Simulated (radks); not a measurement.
Values are calculated unless marked as measured or tabulated.
Species: the lead ion Pb36+. Configuration: [Kr] 4d10. Code: a radial shooting solver on a logarithmic mesh with Libxc functionals. Model: Dirac Kohn-Sham, relativistic LDA (MacDonald-Vosko exchange, VWN5 correlation), spin-unpolarised, spherical densities, finite nucleus; Fermi nuclear charge, rms radius 5.5012 fm.

Unscreened Slater integrals over Kohn-Sham orbitals (cm^-1). Large and small components are both included.

| integral | value |
|---|---|
| F0(4d5/2,4d5/2) | 514160 |
| F2(4d5/2,4d5/2) | 261840 |
| F4(4d5/2,4d5/2) | 178030 |
| F0(4d5/2,4d3/2) | 519160 |
| F2(4d5/2,4d3/2) | 263830 |
| G2(4d5/2,4d3/2) | 262300 |
| G4(4d5/2,4d3/2) | 178390 |
| F0(4d5/2,4p3/2) | 511880 |
| F2(4d5/2,4p3/2) | 261840 |
| G1(4d5/2,4p3/2) | 323940 |
| G3(4d5/2,4p3/2) | 207720 |
| F0(4d5/2,4p1/2) | 529650 |
| G3(4d5/2,4p1/2) | 215460 |
| F0(4d3/2,4d3/2) | 524370 |
| F2(4d3/2,4d3/2) | 266200 |
| F0(4d3/2,4p3/2) | 516720 |
| F2(4d3/2,4p3/2) | 263380 |
| G1(4d3/2,4p3/2) | 321990 |
| G3(4d3/2,4p3/2) | 207070 |
| F0(4d3/2,4p1/2) | 535230 |
| G1(4d3/2,4p1/2) | 344830 |
| F0(4p3/2,4p3/2) | 511070 |
| F2(4p3/2,4p3/2) | 265720 |
| F0(4p3/2,4p1/2) | 528250 |
| G2(4p3/2,4p1/2) | 265800 |
| F0(4p1/2,4p1/2) | 548290 |
